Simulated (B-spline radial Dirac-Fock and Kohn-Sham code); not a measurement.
Isotope-shift constants of the inner levels of Sb³⁺

System: the Sb³⁺ ion in the configuration [Kr] 4d10 5s2.

The run's input, task.json:

```json
{"items": [{
  "Z": 51,
  "q": 3,
  "cfg": [[1, 0, 2], [2, 0, 2], [2, 1, 6], [3, 0, 2], [3, 1, 6], [3, 2, 10], [4, 0, 2], [4, 1, 6], [4, 2, 10], [5, 0, 2]],
  "A": 121,
  "rrms": 4.6802,
  "do": "isoshift",
  "isotopes": [[121, 120.903811353, 4.6802], [123, 122.904215292, 4.6879]]
}]}
```

Launch: `python xray2_run.py task.json out`

Model: first-order field-shift and mass-shift constants from Dirac-Fock ground and hole states with a Fermi nucleus; the mass shift has no relativistic recoil terms. Program: a B-spline atomic structure program. A binding energy shifts by δE = F·δ⟨r²⟩ + (K_N + K_S)·δ(1/M); F is taken for a change of radius at fixed skin thickness and so holds the higher radial moments.

```csv
level,F (meV/fm²)
K (1s),-88.66
L1 (2s),-10.35
L2 (2p1/2),0.4066
L3 (2p3/2),0.6168
M1 (3s),-2.018
M2 (3p1/2),0.1154
M3 (3p3/2),0.1620
M4 (3d3/2),0.1448
M5 (3d5/2),0.1419
```

The mass shift is not given and not included below: at this Z its relativistic corrections are large. It matters little for K lines but can be comparable with the field shift of L lines.

Field shifts alone in meV from A = 121 (mass 120.9038 u, rms radius 4.6802 fm); radii from Angeli and Marinova (2013).

| A | mass (u) | radius (fm) | Kα1 | Kα2 | Kβ1 | Lα1 |
| --- | --- | --- | --- | --- | --- | --- |
| 123 | 122.9042 | 4.6879 | ? | ? | ? | ? |

Task: What are the shifts for A = 123?

Result: Kα1 -6.4 meV; Kα2 -6.4 meV; Kβ1 -6.4 meV; Lα1 0.0 meV.

Values without a named source are computed, but for edge energies of neutral atoms, which are taken from tables.
